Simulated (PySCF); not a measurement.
Ground-state electric properties of a mixed set of molecules.

All values: PBE0/def2-SVPD (PySCF) at GFN2-xTB geometries, gas phase, one conformer each. Core orbitals are frozen in the response; Δα² is half the sum of the squared differences of the principal polarisabilities.

**Question.** Rank by dipole moment, lowest first.
A. `[CH:1]#[C:2][C@@H:3]1[CH:4]=[CH:5][CH2:6][CH2:7][CH2:8]1` with C2–C3–C4–C5 -106°, C4–C5–C6–C7 16°, C5–C6–C7–C8 -47°, C6–C7–C8–C3 64°
B. `O=C1OC(=O)C(Cl)=C1Cl` (dichloromaleic anhydride)
C. `[CH2:1]=[CH:2][c:3]1[cH:4][cH:5][o:6][c:7]1[C:8](=[O:9])[F:10]` with C1–C2–C3–C4 0°, O6–C7–C8–O9 180°
D. `[CH3:1][C:2](=[O:3])[C@H:4]1[CH2:5][CH2:6][O:7]1` with C1–C2–C4–C5 -115°
E. `[CH3:1][CH2:2][c:3]1[n:4][cH:5][cH:6][nH:7]1` with C1–C2–C3–N4 -90°
F. `CC(C)=CF`

**Answer.** A (0.86 D), F (1.78 D), D (2.30 D), B (2.90 D), E (3.54 D), C (4.72 D).

**Question.** Rank by HOMO–LUMO gap, highest first.
A. `CC1=CC=CC(C)=C1`
B. `C=C[C@H](C)C(=O)O`
C. `C(CCCl)COC`
D. `CO[C@@H]1C=COC1`
E. `C#C[C@@H]1C=CCCC1`
F. `C1(C(=C(Cl)C(=O)O1)Cl)=O`

**Answer.** C (8.23 eV), E (7.42 eV), B (7.21 eV), D (6.94 eV), A (6.71 eV), F (5.06 eV).

**Question.** Rank by polarisability anisotropy Δα, lowest first.
A. `[CH:1]#[C:2][C@@H:3]1[CH:4]=[CH:5][CH2:6][CH2:7][CH2:8]1` with C2–C3–C4–C5 -106°, C4–C5–C6–C7 16°, C5–C6–C7–C8 -47°, C6–C7–C8–C3 64°
B. `[CH2:1]=[CH:2][C@H:3]([CH3:4])[C:5](=[O:6])[OH:7]` with C1–C2–C3–C4 -129°, C2–C3–C5–O6 80°, C3–C5–O7–H 177°
C. `[CH3:1][O:2][C@@H:3]1[CH:4]=[CH:5][O:6][CH2:7]1` with C1–O2–C3–C4 -76°
D. `[CH2:1]=[CH:2][c:3]1[cH:4][cH:5][o:6][c:7]1[C:8](=[O:9])[F:10]` with C1–C2–C3–C4 0°, O6–C7–C8–O9 180°
E. `[CH3:1][C:2](=[O:3])[C@H:4]1[CH2:5][CH2:6][O:7]1` with C1–C2–C4–C5 -115°
F. `[CH3:1]/[CH:2]=[CH:3]\[C:4]1=[CH:5][CH2:6][CH:7]=[CH:8]1` with C2–C3–C4–C5 0°

**Answer.** E (2.41 Å³), B (2.93 Å³), C (3.42 Å³), A (4.28 Å³), F (8.76 Å³), D (9.72 Å³).

All values together:

| SMILES | formula | μ (D) | HOMO (eV) | LUMO (eV) | α (Å³) | Δα (Å³) | electrons | α per electron (Å³) |
| --- | --- | --- | --- | --- | --- | --- | --- | --- |
| CCc1ncc[nH]1 | C5H8N2 | 3.54 | -6.40 | 0.43 | 10.54 | 4.60 | 52 | 0.203 |
| CO[C@@H]1C=COC1 | C5H8O2 | 1.71 | -6.56 | 0.38 | 9.80 | 3.42 | 54 | 0.181 |
| CC(=O)[C@H]1CCO1 | C5H8O2 | 2.30 | -7.06 | -0.68 | 9.40 | 2.41 | 54 | 0.174 |
| COCCCCCl | C5H11ClO | 2.10 | -7.57 | 0.66 | 12.14 | 4.17 | 66 | 0.184 |
| C#C[C@@H]1C=CCCC1 | C8H10 | 0.86 | -7.15 | 0.27 | 13.01 | 4.28 | 58 | 0.224 |
| O=C1OC(=O)C(Cl)=C1Cl | C4Cl2O3 | 2.90 | -8.75 | -3.69 | 12.40 | 8.73 | 82 | 0.151 |
| C=C[C@H](C)C(=O)O | C5H8O2 | 1.64 | -7.68 | -0.48 | 10.10 | 2.93 | 54 | 0.187 |
| C=Cc1ccoc1C(=O)F | C7H5FO2 | 4.72 | -7.30 | -2.28 | 13.82 | 9.72 | 72 | 0.192 |
| Cc1cccc(C)c1 | C8H10 | 0.36 | -6.80 | -0.09 | 13.67 | 7.48 | 58 | 0.236 |
| CC(C)=CF | C4H7F | 1.78 | -6.99 | 0.66 | 7.55 | 2.89 | 40 | 0.189 |
| C/C=C\C1=CCC=C1 | C8H10 | 0.66 | -6.02 | -0.98 | 14.04 | 8.76 | 58 | 0.242 |
| Cc1ccccc1C | C8H10 | 0.66 | -6.80 | 0.01 | 13.55 | 7.32 | 58 | 0.234 |

Conformers: `[CH3:1][CH2:2][c:3]1[n:4][cH:5][cH:6][nH:7]1` with C1–C2–C3–N4 -90°; `[CH3:1][O:2][C@@H:3]1[CH:4]=[CH:5][O:6][CH2:7]1` with C1–O2–C3–C4 -76°; `[CH3:1][C:2](=[O:3])[C@H:4]1[CH2:5][CH2:6][O:7]1` with C1–C2–C4–C5 -115°; `[CH3:1][O:2][CH2:3][CH2:4][CH2:5][CH2:6][Cl:7]` with C1–O2–C3–C4 180°, O2–C3–C4–C5 64°, C3–C4–C5–C6 -178°, C4–C5–C6–Cl7 -66°; `[CH:1]#[C:2][C@@H:3]1[CH:4]=[CH:5][CH2:6][CH2:7][CH2:8]1` with C2–C3–C4–C5 -106°, C4–C5–C6–C7 16°, C5–C6–C7–C8 -47°, C6–C7–C8–C3 64°; `[CH2:1]=[CH:2][C@H:3]([CH3:4])[C:5](=[O:6])[OH:7]` with C1–C2–C3–C4 -129°, C2–C3–C5–O6 80°, C3–C5–O7–H 177°; `[CH2:1]=[CH:2][c:3]1[cH:4][cH:5][o:6][c:7]1[C:8](=[O:9])[F:10]` with C1–C2–C3–C4 0°, O6–C7–C8–O9 180°; `[CH3:1]/[CH:2]=[CH:3]\[C:4]1=[CH:5][CH2:6][CH:7]=[CH:8]1` with C2–C3–C4–C5 0°.

**Question.** How closely does the mean polarisability follow the number of electrons in this set?

**Answer.** The correlation coefficient is 0.63; α per electron runs from 0.151 to 0.242 Å³.
